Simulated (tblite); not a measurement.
Input of a run (GFN2-xTB geometry optimisation, gas phase (tblite 0.8.0)), started from a force field or distance geometry:
```
{"job": {"kind": "relax", "xc": "GFN2-xTB", "basis": "xTB"}, "charge": 0, "multiplicity": 2}
F      1.725100     1.299100    -1.776600
C      1.872800     0.831400    -0.488600
Cl     1.363900     2.090600     0.640600
Si     0.804900    -0.682400    -0.226600
Si    -0.798200    -0.132000     1.220900
P     -2.805000    -0.119700     0.335800
H      2.950900     0.600300    -0.261400
H      1.692900    -1.715600     0.378400
H      0.251500    -1.189800    -1.493600
H     -0.792000    -1.062000     2.344300
H     -3.299900     1.186500     0.001100
H     -2.965700    -1.107300    -0.700300
```

Output (eV, eV/Å):
```
step      E/eV     max force
  0    -553.74505    1.955
  1    -553.94890    1.908
  2    -554.35398    1.734
  3    -554.58491    1.793
  4    -554.71920    1.248
  5    -554.76424    0.610
  6    -554.79201    0.401
  7    -554.80670    0.413
  8    -554.82494    0.368
  9    -554.83603    0.245
 10    -554.84280    0.172
 11    -554.84682    0.195
 12    -554.85102    0.208
 13    -554.85417    0.179
 14    -554.85668    0.145
 15    -554.85837    0.108
 16    -554.85941    0.074
 17    -554.86026    0.115
 18    -554.86125    0.155
 19    -554.86234    0.150
 20    -554.86322    0.094
 21    -554.86367    0.059
 22    -554.86385    0.051
 23    -554.86397    0.037
 24    -554.86408    0.028
 25    -554.86418    0.030
 26    -554.86427    0.035
 27    -554.86437    0.037
 28    -554.86452    0.039
 29    -554.86475    0.041
 30    -554.86505    0.044
 31    -554.86534    0.042
 32    -554.86555    0.035
 33    -554.86572    0.037
 34    -554.86593    0.045
 35    -554.86632    0.073
 36    -554.86709    0.108
 37    -554.86888    0.190
 38    -554.86927    0.471
 39    -554.87263    0.175
 40    -554.87458    0.129
 41    -554.87101    0.463
 42    -554.87808    0.110
 43    -554.87930    0.096
 44    -554.87715    0.485
 45    -554.88346    0.120
 46    -554.88531    0.131
 47    -554.89032    0.296
 48    -554.89271    0.155
 49    -554.89459    0.121
 50    -554.89826    0.096
 51    -554.90171    0.186
 52    -554.90386    0.174
 53    -554.90664    0.192
 54    -554.90927    0.122
 55    -554.91031    0.248
 56    -554.91205    0.101
 57    -554.91279    0.081
 58    -554.91377    0.065
 59    -554.91429    0.061
 60    -554.91519    0.057
 61    -554.91571    0.052
 62    -554.91613    0.053
 63    -554.91662    0.058
 64    -554.91724    0.092
 65    -554.91795    0.061
 66    -554.91865    0.058
 67    -554.91923    0.048
 68    -554.91957    0.056
 69    -554.91989    0.046
 70    -554.92015    0.034
 71    -554.92040    0.045
 72    -554.92065    0.055
 73    -554.92101    0.058
 74    -554.92141    0.044
 75    -554.92208    0.035
 76    -554.92219    0.036
 77    -554.92229    0.038
 78    -554.92239    0.038
 79    -554.92263    0.039
 80    -554.92299    0.057
 81    -554.92349    0.059
 82    -554.92387    0.040
 83    -554.92405    0.027
 84    -554.92415    0.029
 85    -554.92429    0.042
 86    -554.92455    0.056
 87    -554.92495    0.063
 88    -554.92533    0.050
 89    -554.92555    0.037
 90    -554.92565    0.019
 91    -554.92570    0.020
 92    -554.92577    0.019
 93    -554.92585    0.034
 94    -554.92596    0.045
 95    -554.92610    0.050
 96    -554.92627    0.037
 97    -554.92639    0.023
 98    -554.92648    0.024
 99    -554.92654    0.025
100    -554.92661    0.022
101    -554.92671    0.021
102    -554.92681    0.026
103    -554.92692    0.026
104    -554.92707    0.033
105    -554.92732    0.045
106    -554.92764    0.052
107    -554.92800    0.050
108    -554.92835    0.041
109    -554.92872    0.048
110    -554.92928    0.055
111    -554.92733    0.341
112    -554.93033    0.116
113    -554.93107    0.068
114    -554.92222    0.647
115    -554.93199    0.059
116    -554.93256    0.054
117    -554.92957    0.409
118    -554.93407    0.038
119    -554.93469    0.034
120    -554.93513    0.125
121    -554.93561    0.036
122    -554.93579    0.035
123    -554.93621    0.038
124    -554.93635    0.037
125    -554.93669    0.046
126    -554.93731    0.068
127    -554.93819    0.082
128    -554.93925    0.094
129    -554.94122    0.120
130    -554.94273    0.123
131    -554.93680    0.557
132    -554.94597    0.082
133    -554.94718    0.071
134    -554.94867    0.299
135    -554.95067    0.070
136    -554.95156    0.058
137    -554.95268    0.146
138    -554.95337    0.055
139    -554.95369    0.048
140    -554.95407    0.038
141    -554.95422    0.030
142    -554.95440    0.036
143    -554.95458    0.037
144    -554.95479    0.056
145    -554.95509    0.069
146    -554.95543    0.089
147    -554.95593    0.081
148    -554.95641    0.049
149    -554.95664    0.056
150    -554.95679    0.041
151    -554.95693    0.036
152    -554.95704    0.024
153    -554.95715    0.019
154    -554.95726    0.020
155    -554.95739    0.022
156    -554.95750    0.019
157    -554.95760    0.019
158    -554.95768    0.024
159    -554.95777    0.028
160    -554.95789    0.044
161    -554.95807    0.046
162    -554.95835    0.075
163    -554.95875    0.071
164    -554.95928    0.065
165    -554.95988    0.052
166    -554.96039    0.072
167    -554.96113    0.055
168    -554.96178    0.062
169    -554.96247    0.059
170    -554.96281    0.073
171    -554.96354    0.082
172    -554.96418    0.094
173    -554.96529    0.071
174    -554.96544    0.146
175    -554.96707    0.088
176    -554.96828    0.084
177    -554.96881    0.170
178    -554.97057    0.072
179    -554.97183    0.067
180    -554.97185    0.224
181    -554.97417    0.059
182    -554.97514    0.115
183    -554.97773    0.205
184    -554.98072    0.158
185    -554.98171    0.263
186    -554.98522    0.288
187    -554.97365    0.417
188    -554.98589    0.183
189    -554.98924    0.165
190    -554.99098    0.100
191    -554.99217    0.093
192    -554.99288    0.092
193    -554.99350    0.145
194    -554.99400    0.091
195    -554.99440    0.059
196    -554.99481    0.041
197    -554.99544    0.038
198    -554.99572    0.040
199    -554.99587    0.030
200    -554.99598    0.031
201    -554.99607    0.035
202    -554.99616    0.038
203    -554.99630    0.041
204    -554.99655    0.044
205    -554.99687    0.042
206    -554.99719    0.039
207    -554.99755    0.043
208    -554.99803    0.065
209    -554.99866    0.073
210    -554.99936    0.059
211    -555.00006    0.045
212    -555.00072    0.059
213    -555.00135    0.064
214    -555.00203    0.055
215    -555.00254    0.122
216    -555.00320    0.063
217    -555.00367    0.053
218    -555.00429    0.058
219    -555.00448    0.040
220    -555.00483    0.049
221    -555.00501    0.038
222    -555.00521    0.046
223    -555.00544    0.041
224    -555.00568    0.047
225    -555.00593    0.032
226    -555.00605    0.044
227    -555.00615    0.016
228    -555.00620    0.015
229    -555.00627    0.014
230    -555.00631    0.014
231    -555.00637    0.015
232    -555.00641    0.014
233    -555.00645    0.011
234    -555.00646    0.012
235    -555.00648    0.010
236    -555.00648    0.005
```

Question: Summarise the run.

Answer: The energy falls by 29.1 kcal/mol over 236 L-BFGS steps, the largest force on an atom goes from 1.95 to 0.005 eV/Å, and the atoms move by 1.257 Å rms after alignment. The bond that changes most is Si4–Si5 (ends: silicon bonded to C, Si and 2 H; silicon bonded to P, Si and H), which lengthens by 0.079 Å. Bonds longer at the end by more than 0.005 Å: 5 of 11; shorter: 5. Among the angles that change most is H11–P6–H12, from 114.7° to 92.7°. Among the dihedrals that turn most is H10–Si5–P6–H12, from -90° to 173°. The energy rose by more than 1e-5 eV at steps 41, 44, 111, 114, 117, 131 and 187. The first step brought 16 % of the lowering.

Question: What are the final bond lengths?

Answer: F1–C2 1.369 Å, C2–Cl3 1.785 Å, C2–Si4 1.941 Å, Si4–Si5 2.308 Å, Si5–P6 2.244 Å, C2–H7 1.092 Å, Si4–H8 1.467 Å, Si4–H9 1.475 Å, Si5–H10 1.482 Å, P6–H11 1.388 Å, P6–H12 1.382 Å. Numbering counts from 1 in the input's order; the species is `F[C@@H](Cl)[SiH2][SiH]P` [radical].

Its GFN2-xTB frequencies are all real (lowest 33 cm⁻¹).

One conformer stands for the species.

All values are computed, not measured.
